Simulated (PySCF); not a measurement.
```xyz
4

B     -0.1554     0.0062    -0.4640
Cl     1.5700    -0.0569    -0.6710
H     -0.6451     1.0496    -0.1985
H     -0.7680    -0.9969    -0.5976
```

Charge 0, multiplicity 1.

Q: Give the Mulliken and meta-Löwdin atomic charges from M06-2X/def2-TZVP (PySCF).

A: 
| atom | Mulliken (e) | meta-Löwdin (e) |
|---|---|---|
| B1 | 0.06 | 0.00 |
| Cl2 | -0.12 | -0.05 |
| H3 | 0.03 | 0.02 |
| H4 | 0.03 | 0.02 |
